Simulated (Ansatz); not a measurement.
`CCC(C)C(C)C` + `[OH][In]([SH])[SH]` → `C[O][In]([SH])[SH]` + `CCC(C)CC`  (substitution at a C–C bond)

Isolated molecules relaxed with PBE0-D4/def2-TZVP in Ansatz; ΔE leaves out vibrations. CBS: MP2 limit from def2 TZ/QZ plus the TZ coupled-cluster correction, frozen cores. Functionals use def2-TZVPP. def2 core potentials past Kr. For In outer-core shells are correlated without core-valence functions, which leaves a few kJ/mol of doubt a bond. Each species was taken in one conformer, which may not be the lowest.

```json
{"level": "ωB97X-V", "ΔE (kcal/mol)": "14.2"}
{"level": "r2SCAN", "ΔE (kcal/mol)": "13.9"}
```

(1) What does CCSD(T)/CBS give? (An estimate is asked.)

Largest T1 diagnostic among the species: 0.015.

Answers

(1) Computed: +15.5 kcal/mol. The listed levels differ from it by -1.3, -1.6 kcal/mol.

The D4 term adds +1.1 kcal/mol with B3LYP and +0.6 kcal/mol with PBE0; it sums over pairs of atoms, weighted by their polarisabilities, and B3LYP, whose exchange is more repulsive, gets the larger term. In def2-TZVPP, CCSD(T) changes the Hartree–Fock value by +3.9 kcal/mol (the triples alone add +0.3 kcal/mol) and MP2 by +5.5 kcal/mol.

B3LYP here is the variant with VWN-RPA as its local correlation; programs differ in this.
